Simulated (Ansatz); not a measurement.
C2H6MgSn: where a starting geometry ends

The starting geometry of this gas-phase singlet was optimised with GFN2-xTB; its bonds are those of `C[CH2][Sn][MgH]`.

```xyz
10

C    -0.4506    0.5302   -0.2384
C    -1.6221    0.8199   -1.1696
Mg   -3.9459    1.2140   -2.9322
Sn   -3.2194   -0.7860   -1.3212
H     0.2611    1.3565   -0.2261
H     0.0801   -0.3664   -0.5579
H    -0.8014    0.3729    0.7816
H    -1.2245    1.0251   -2.1786
H    -2.0968    1.7642   -0.8517
H    -3.6484    2.7595   -3.6144
```

Q: Predict what it relaxes into with B3LYP-D3(BJ)/def2-SVP.

A: It keeps its bonds, and is `C[CH2][Sn][MgH]`.

The energy falls by 0.26 eV over 15 steps:

| step | E − E(last) (eV) |
| --- | --- |
| 1 | 0.259 |
| 3 | 0.125 |
| 4 | 0.108 |
| 6 | 0.067 |
| 7 | 0.048 |
| 9 | 0.016 |
| 10 | 0.005 |
| 12 | 0.000 |
| 13 | 0.000 |
| 15 | 0.000 |

Final geometry (Å):

```xyz
10

C    -0.3176    0.3482   -0.0459
C    -1.3227    0.9332   -1.0377
Mg   -4.2581    1.5338   -3.3208
Sn   -3.0911   -0.4073   -1.4585
H     0.5342    1.0283    0.1386
H     0.1005   -0.6064   -0.4067
H    -0.7852    0.1399    0.9310
H    -0.8455    1.1583   -2.0093
H    -1.7246    1.8995   -0.6811
H    -4.9579    2.6624   -4.4181
```

Frequencies at the end are all real (lowest 48 cm⁻¹). Atoms past krypton carry core potentials, without spin–orbit terms. Run with Ansatz 0.2.0, 45 s on 2 threads of Intel(R) Xeon(R) Processor @ 2.70GHz (shared host).
